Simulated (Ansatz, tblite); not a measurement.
Species of one formula, TiO4F2H8⁺ (doublet), each relaxed with B3LYP-D4/def2-SVP in Ansatz.

The xTB rows come from tblite. LC-ωPBE has ω = 0.4 bohr⁻¹. Correlated methods freeze 11 core orbitals; core or outer-core shells of Ti are correlated, in sets that lack core-valence functions.

Other spin states weren't relaxed.

A:

```xyz
15

F     0.6672   -1.0143    1.3247
F    -0.6677    1.0141   -1.3248
O    -1.6962   -1.3659   -0.2021
O     1.6901    1.3756    0.1893
O     1.1238   -1.1797   -1.4592
O    -1.1175    1.1704    1.4717
Ti    0.0000    0.0001    0.0000
H    -2.5151   -1.0289   -0.5976
H    -1.9503   -1.9116    0.5583
H     1.9215    1.9282   -0.5734
H     2.5211    1.0475    0.5663
H     0.8088   -1.2120   -2.3758
H     1.3905   -2.0803   -1.2174
H    -1.3738    2.0793    1.2511
H    -0.8024    1.1776    2.3889
```

B:

```xyz
15

F     0.720   -0.024   -1.950
F     1.797    0.403    0.979
O    -0.738    0.106    1.689
O    -1.616   -0.450   -0.759
O     0.906   -2.073   -0.079
O     0.180    2.236   -0.364
Ti    0.480    0.074   -0.181
H    -1.539    0.650    1.746
H    -0.217    0.288    2.488
H    -2.042   -1.226   -0.362
H    -1.732   -0.531   -1.719
H     1.516   -2.361    0.619
H     1.271   -2.416   -0.912
H     0.139    2.574   -1.274
H     0.874    2.751    0.080
```

Estimate their order by electronic energy at B2PLYP/def2-TZVP, counted from the lowest.

A (0.00) < B (0.18), in eV.

Do the other levels pick the same lowest one?

All that were run do. Energies above each level's lowest (eV):

```tsv
level	A	B
GFN1-xTB	0.00	0.10
GFN2-xTB	0.00	0.04
HF/STO-3G	0.00	0.26
HF/def2-TZVP	0.00	0.29
LDA (SPW92)/def2-TZVP	0.00	0.09
PBE-D4/def2-SVP	0.00	0.04
PBE-D4/def2-TZVP	0.00	0.10
r2SCAN-D4/def2-TZVP	0.00	0.12
PBE0-D4/def2-SVP	0.00	0.09
PBE0-D4/def2-TZVP	0.00	0.15
LC-ωPBE/def2-TZVP	0.00	0.17
B2PLYP/def2-TZVP	0.00	0.18
RPA@PBE/def2-TZVP	0.00	0.20
MP2/def2-TZVP	0.00	0.22
```
Point groups (tolerance 0.1 Å): A C4h, B not assigned. A and B have the same bonds, so they are conformers or stereoisomers.
